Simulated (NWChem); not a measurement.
System: AlH$_{3}$S$_{2}$; SMILES [SH][AlH][SH]

```xyz
6

Al     0.0000     0.0000    -0.7434
H      0.0000     0.0000    -2.3242
S     -1.8495     0.0000     0.4174
H     -2.6336     0.0000    -0.6842
S      1.8495     0.0000     0.4174
H      2.6336     0.0000    -0.6842
```
Atoms are numbered in this order, from 1.

Computed with NWChem. Geometry: optimised at PBE0/def2-SVP. Ions are spin-unrestricted doublets at the neutral geometry; other ion states weren't tried.

Q: What does the run give for PBE/def2-SVP? Quantities: vertical ionisation energy, ΔSCF (eV); −ε(HOMO) (eV).

A: 
```yaml
vertical ionisation energy, ΔSCF (eV): 9.25
"−ε(HOMO) (eV)": 6.26
```
